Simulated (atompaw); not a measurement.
selenium (Se) PAW (atompaw): all-electron and pseudo phase curves

Se, PAW, made with atompaw 4.2.0.5 (LDA (PW92), scalar-relativistic). Core [Ne] 3s2, reference 3p6 3d10 4s2 4p3 (charge +1). Waves: 4s (bound): rc 1.40 bohr; 4s channel at -1.5 Ry: rc 1.40 bohr; 3p (bound): rc 0.90 bohr; 4p (bound): rc 1.25 bohr; 3d (bound): rc 1.40 bohr; 3d channel at -4.15 Ry: rc 1.40 bohr. Local part: troulliermartins scheme with l = 3 at -0.5 Ry, radius 0.90 bohr. Core correction: smooth core density matched at 1.25 bohr. Augmentation charge: sinc compensation charge, radius 1.20 bohr; PAW radius 1.40 bohr; waves and projectors: custom rrkj vanderbiltortho.

The phase is arctan(r·u′/u) with u = r·R(r), unwrapped; energies in Ry, scanned from -14 to 5 Ry. A pole is an energy at which the radial function vanishes at the test radius. The pseudo phase is shifted by a multiple of π to meet the all-electron one at the reference energy, and phase errors are pseudo minus all-electron; the curves can meet again beyond the range given. Levels narrower than the energy grid can be missing from the lists of poles.

Question: For each channel, where are the poles, and over which energies does the pseudopotential scatter like the atom?

Answer:

```
channel  radius (bohr)  reference energy (Ry)  poles, all-electron  poles, pseudo  unbroken range about the reference energy with phases within 0.05 rad  phase error 1 Ry above the reference energy (rad)
      s           1.40                  -1.99                 none           none                                                        the whole range                                             -0.000
      p           1.40                  -1.15               -11.79         -11.80                                                              below 3.2                                             -0.005
      d           1.40                  -4.70                -4.26    -4.26, 2.12                                                             below -0.8                                             -0.000
```

Note: ghost state, extra bound levels that the all-electron valence spectrum of the same l lacks: s at -353.9 eV. A true bound ghost makes a file unfit for plane-wave use.

Phases in the p channel:

```csv
E (Ry),all-electron,pseudo
-14.00,1.316,1.314
-13.04,1.254,1.251
-12.08,-1.052,-1.054
-11.12,-1.724,-1.725
-10.16,-1.777,-1.779
-9.20,-1.806,-1.809
-8.24,-1.833,-1.835
-7.28,-1.860,-1.863
-6.32,-1.891,-1.894
-5.36,-1.931,-1.933
-4.40,-1.982,-1.985
-3.44,-2.054,-2.056
-2.48,-2.162,-2.163
-1.52,-2.339,-2.339
-0.56,-2.655,-2.657
0.40,-3.189,-3.204
1.36,-3.763,-3.799
2.32,-4.129,-4.173
3.28,-4.332,-4.382
4.24,-4.453,-4.510
```
